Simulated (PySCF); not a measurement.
Electronic absorption of C2H7NOSi

Species: C2H7NOSi.
InChI=1S/C2H7NOSi/c1-2-3-5-4/h2,4H,5H2,1H3/b3-2+

Computed, not measured: PySCF, TDDFT CAM-B3LYP/def2-SVPD, vertical, gas phase, core orbitals frozen in the response. The structure is a single GFN2-xTB conformer in the gas phase; no vibrational or solvent corrections. Torsions of this conformer, `[CH3:1]/[CH:2]=[N:3]/[SiH2:4][OH:5]`: C2–N3–Si4–O5 134°, H–O5–Si4–N3 36°.

```csv
state,E (eV),E (kJ/mol),λ (nm),f,|μ| (D),"main configurations (H = HOMO, L = LUMO)"
S1,4.37,422,283.7,0.0004,0.15,H→L (93%)
S2,6.62,639,187.2,0.063,1.58,"H→L+1 (78%), H→L+2 (12%)"
S3,6.97,673,177.9,0.027,1.01,"H→L+2 (72%), H→L+1 (12%)"
S4,7.32,707,169.3,0.088,1.78,H-1→L (86%)
S5,7.68,741,161.4,0.021,0.85,"H→L+3 (62%), H→L+4 (14%)"
S6,7.89,762,157.1,0.068,1.51,"H-1→L+2 (21%), H→L+5 (20%), H→L+4 (19%)"
S7,8.00,772,154.9,0.313,3.21,"H-1→L+2 (24%), H→L+3 (21%), H→L+4 (17%)"
S8,8.09,781,153.2,0.198,2.54,"H-2→L (48%), H-1→L+2 (24%), H-1→L+1 (10%)"
```

Triplets, Tamm–Dancoff:

| state | E (eV) | λ (nm) | main configurations (H = HOMO, L = LUMO) |
| --- | --- | --- | --- |
| T1 | 3.81 | 325.0 | H→L (91%) |
| T2 | 5.18 | 239.5 | H-2→L (49%), H-1→L (30%) |
| T3 | 6.32 | 196.1 | H→L+1 (54%), H→L+2 (29%) |

The lowest singlet comes at 284 nm (422 kJ/mol) in the ultraviolet; it is dark (f under 0.0005); its leading configuration is HOMO→LUMO (93%). The most intense listed level is S7 at 8.00 eV (155 nm, f = 0.313), 3.63 eV above S1. Löwdin shares by element: HOMO nitrogen 56%, carbon 21%, silicon 10%; LUMO carbon 42%, nitrogen 28%, silicon 10% (atoms not listed hold the other 21%). The listed states span 3.72 eV, and the widest gap between neighbours is 2.25 eV (S1 to S2). The oscillator strengths of these states sum to 0.779; summed over the whole spectrum of an exact calculation they would give the number of electrons, 48 (Thomas–Reiche–Kuhn). Orbital energies (eV): HOMO-3 -11.70, HOMO-2 -10.59, HOMO-1 -9.94, HOMO -8.45, LUMO 0.51, LUMO+1 1.34, LUMO+2 1.41. Only the lowest 8 singlets were computed, as vertical energies without vibronic structure.
